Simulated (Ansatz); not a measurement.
HCu, singlet (typed; the unrestricted solution is spin-contaminated), at a GFN2-xTB geometry (such geometries of metal compounds can be far from the true shape), with bond 2-1 at 2.2 times its length; HF/def2-SVP (Ansatz, a program for electronic structure).

Input for Ansatz:
Ansatz 0.2 input:
```yaml
crystal:
  periodic: [false, false, false]
  atoms:
    - {symbol: Cu, position_ang: [-0.00000000, -0.00000000, -0.04747396]}
    - {symbol: H, position_ang: [0.00000000, 0.00000000, 3.08580751]}
basis:
  gaussian:
    orbitals: def2-SVP
hamiltonian:
  xc: hf
scf: {lower_state_search: standard}
magnetization: {spin_polarized: true}
```

Task: What does Ansatz print? Leave out banner, timings and long lists.

Result: 
```
Functional definition: HF
398 factors; integrals over basis functions are off by at most 4.1e-4 eV
mean field evaluation 1: about -44594.9166 eV, gradient 3.7e1 eV
mean field evaluation 2: about -44594.9184 eV, gradient 3.7e1 eV
mean field evaluation 4: about -44602.9506 eV, gradient 4.8e0 eV
mean field evaluation 8: about -44603.1904 eV, gradient 2.6e-1 eV
mean field evaluation 16: about -44604.4345 eV, gradient 1.9e0 eV
mean field evaluation 32: about -44604.6006 eV, gradient 7.2e-1 eV
mean field evaluation 64: about -44604.6427 eV, gradient 1.4e-5 eV
mean field evaluation 96: about -44593.1312 eV, gradient 4.0e1 eV
mean field evaluation 128: about -44600.5664 eV, gradient 2.5e0 eV
mean field evaluation 160: about -44598.0116 eV, gradient 5.0e0 eV
mean field evaluation 192: about -44597.7192 eV, gradient 1.2e1 eV
mean field evaluation 224: about -44600.6243 eV, gradient 7.2e0 eV
mean field evaluation 256: about -44600.8994 eV, gradient 1.9e0 eV
mean field evaluation 288: about -44595.7547 eV, gradient 1.3e1 eV
mean field -44604.64272155 eV, -1639.1903859040 hartree, gradient 4.2e-5 eV, S^2 0.933373; 10 other end points of the search recorded, 0 dependent functions left out
reference -44604.64272155 eV, -1639.1903859040 hartree; 15, 15 occupied and 21, 21 virtual orbitals, 398 factors
Total energy: -44604.64272155 eV, -1639.1903859040 hartree
```
